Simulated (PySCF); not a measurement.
## Electron correlation in Sn³⁺ (tin, charge +3)

[Kr] 4d10 5s1, 2S determinant. Computed with PySCF 2.14 in ANO-RCC-VTZP (7s6p4d2f1g, 68 functions), with scalar relativity by spin-free X2C-1e. Frozen: [Ar] 3d10; 19 electrons correlated.

| level | correlation energy (mhartree) |
| --- | --- |
| CCSD | -534.51 |
| (T) | -9.21 |
| CCSD(T) | -543.72 |

Diagnostics: T1 = 0.0049, D1 = 0.0215, largest double amplitude 0.017.

Cost of the coupled-cluster step: about 20 core-seconds, for 19 correlated electrons.

Iterations:

```
CC2 = 0
CCSD nocc = (np.int64(10), np.int64(9)), nmo = (54, 54)
frozen orbitals [[0, 1, 2, 3, 4, 5, 6, 7, 8, 9, 10, 11, 12, 13], [0, 1, 2, 3, 4, 5, 6, 7, 8, 9, 10, 11, 12, 13]]
max_cycle = 100
direct = 0
conv_tol = 1e-08
conv_tol_normt = 1e-06
diis_space = 8
diis_start_cycle = 0
Init t2, MP2 energy = -0.560116102235656
Init E_corr(UCCSD) = -0.560116102244076
cycle = 1  E_corr(UCCSD) = -0.526850886832699  dE = 0.0332652154  norm(t1,t2) = 0.0411704
cycle = 2  E_corr(UCCSD) = -0.534834341289781  dE = -0.00798345446  norm(t1,t2) = 0.00713203
cycle = 3  E_corr(UCCSD) = -0.534329344730313  dE = 0.000504996559  norm(t1,t2) = 0.00222064
cycle = 4  E_corr(UCCSD) = -0.534495185260389  dE = -0.00016584053  norm(t1,t2) = 0.000574295
cycle = 5  E_corr(UCCSD) = -0.53451159671455  dE = -1.64114542e-05  norm(t1,t2) = 4.69394e-05
cycle = 6  E_corr(UCCSD) = -0.534506623555817  dE = 4.97315873e-06  norm(t1,t2) = 9.5554e-06
cycle = 7  E_corr(UCCSD) = -0.534506836801131  dE = -2.13245314e-07  norm(t1,t2) = 1.22787e-06
cycle = 8  E_corr(UCCSD) = -0.534506884012426  dE = -4.72112953e-08  norm(t1,t2) = 1.50503e-07
cycle = 9  E_corr(UCCSD) = -0.53450688255883  dE = 1.45359591e-09  norm(t1,t2) = 2.40202e-08
UCCSD converged
E(UCCSD) = -6172.280126263506  E_corr = -0.5345068825588305
UCCSD(T) correction = -0.00920622906281475
```
